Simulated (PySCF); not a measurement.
**Magnetisability: `F[P@OH8-](F)(F)(F)(F)F`, [F$_{6}$P]-, charge -1**

Geometry (Å), atoms numbered from 1 in this order:
```xyz
7

F    -0.6183   -1.4891    0.2208
P     0.0005    0.0007   -0.0038
F     0.9287   -0.5670   -1.2159
F    -0.9278    0.5682    1.2082
F     1.1871   -0.3313    1.0616
F    -1.1861    0.3327   -1.0693
F     0.6192    1.4907   -0.2287
```

Total charge -1.

Method used: GIAO CAM-B3LYP/aug-pcSseg-1 magnetisability, rotational g tensor and spin-rotation constants, non-relativistic, gas phase (PySCF). Geometry: GFN2-xTB.

For an ion the centre-of-mass motion in the field is neglected.

**Question.** How diamagnetic is it, and how anisotropic?

**Answer.** Isotropic -921 × 10⁻³⁰ J/T², or -55.4 × 10⁻⁶ cm³/mol; principal values -921, -921, -921 × 10⁻³⁰ J/T², anisotropy 0 × 10⁻³⁰ J/T² (root of half the summed squared differences of the principal values). The susceptibility is in cgs units.

**Question.** Split it along the inertial axes a, b, c into diamagnetic and paramagnetic parts about the centre of mass, with the quadrupole moment.

**Answer.** 
```tsv
axis	χ (10⁻⁶ cm³/mol)	diamagnetic (10⁻⁶ cm³/mol)	paramagnetic (10⁻⁶ cm³/mol)	summed x² of all electrons (Å²)	quadrupole Θ (D Å)
a	-55.4	-495.7	440.3	58.4	0.00
b	-55.4	-495.7	440.3	58.4	0.00
c	-55.4	-495.7	440.3	58.4	0.00
```
Anisotropies 2χaa − χbb − χcc = 0.0 and 2χbb − χaa − χcc = 0.0 × 10⁻⁶ cm³/mol. Θ is traceless in Buckingham's convention.

**Question.** And the rotational g tensor?

**Answer.** 
```tsv
axis	rotational constant (GHz)	g	nuclear part	electronic part
a	2.5073	-0.0413	0.4773	-0.5186
b	2.5066	-0.0413	0.4772	-0.5185
c	2.5056	-0.0413	0.4770	-0.5183
```
Spherical top; isotopes 19F, 31P; no vibrational averaging.
